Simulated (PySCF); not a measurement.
A structure optimised at PBE-D3(BJ)/def2-SVP, used in a PySCF frequency run:

```
B
C 1 1.5729
H 2 1.1079 1 115.72
H 2 1.1106 3 109.64 1 -130.09
H 2 1.1167 3 106.02 4 -113.73
C 1 1.5731 2 120.84 3 -155.54
H 6 1.1072 1 116.38 2 -163.86
H 6 1.1112 7 109.33 1 -127.95
H 6 1.1163 7 107.11 8 -113.26
As 1 2.0411 2 119.41 3 18.15
H 10 1.5341 1 96.94 2 135.33
H 10 1.5345 11 94.96 1 97.79
```

### Question
Write its SMILES and formula.

### Answer
CB(C)[AsH2], C2H8AsB

### Question
What are its rotational constants (standard atomic weights)?

### Answer
7.0862, 2.5204, 1.9326 GHz
